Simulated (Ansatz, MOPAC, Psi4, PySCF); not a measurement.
System: PH (charge 0, triplet). SMILES: [PH]
Structure (B3LYP-D3(BJ)/def2-TZVP (Ansatz, a program for electronic structure) minimum search):
```xyz
2

P      0.0000     0.0000    -0.0893
H      0.0000     0.0000     1.3392
```
Charge 0, spin multiplicity 3.

Quantity: vertical electron affinity to the doublet, in eV. Terms: no spin-orbit coupling; open shells spin-unrestricted; six Cartesian d functions in 6-31G* and its kin unless marked 5d; frozen cores in correlated levels; each state is the SCF solution reached for its charge and spin; non-relativistic; 6-311+G** with 5d, 6d on Na to Ar in Ansatz. CBS marks a two-point X^-3 extrapolation of the correlation energy; Hartree-Fock from the larger set. Ab initio and DFT rows: single points at B3LYP-D3(BJ) geometries (Ansatz). Semi-empirical rows: differences of heats of formation at the shared geometry for vertical values. Sets without +, aug- or the D of def2-TZVPD hold no diffuse functions, which anions need.

Coupled cluster (Ansatz) is a level with limits of its own, used here on species with T1 under 0.025 (0.045 for open shells) and stable references: CCSD(T)/CBS(aug-cc-pV(T+d)Z,aug-cc-pV(Q+d)Z).

Value to compare with, CCSD(T)/CBS(aug-cc-pV(T+d)Z,aug-cc-pV(Q+d)Z) (Ansatz): 1.02 eV.

```
level               program  vertical electron affinity to the doublet (eV)  difference
------------------  -------  ----------------------------------------------  ----------
AM1                   MOPAC                                            1.86        0.84
PM3                   MOPAC                                            1.99        0.97
MNDO                  MOPAC                                            0.96       -0.06
HF/6-31G*            Ansatz                                           -0.64       -1.66
HF/6-311+G**         Ansatz                                           -0.20       -1.22
PBE/6-31G*           Ansatz                                            0.41       -0.61
PBE/6-311+G**        Ansatz                                            1.00       -0.02
B3LYP/3-21G          Ansatz                                            0.30       -0.72
B3LYP/6-31G*         Ansatz                                            0.46       -0.56
M06-2X/6-31G* (5d)    PySCF                                            0.45       -0.57
wB97X-D/6-31G*         Psi4                                            0.53       -0.49
MP2/6-31G*           Ansatz                                           -0.24       -1.26
MP2/6-311+G**        Ansatz                                            0.36       -0.66
PBE0/def2-TZVPD      Ansatz                                            0.70       -0.32
M06-2X/def2-TZVPD     PySCF                                            0.76       -0.26
wB97X-V/def2-TZVPD   Ansatz                                            0.78       -0.24
```

Among the 13 habitual levels, HF/6-31G* lies farthest from CCSD(T)/CBS(aug-cc-pV(T+d)Z,aug-cc-pV(Q+d)Z) (Ansatz) (-1.66 eV); 2 of 13 lie above it, and their mean absolute difference is 0.74 eV, the median 0.66. One case shows no general order.

The levels are drawn from those run, B3LYP/6-31G* more often than the rest, none by its result; runs whose electronic state is in doubt are left out.
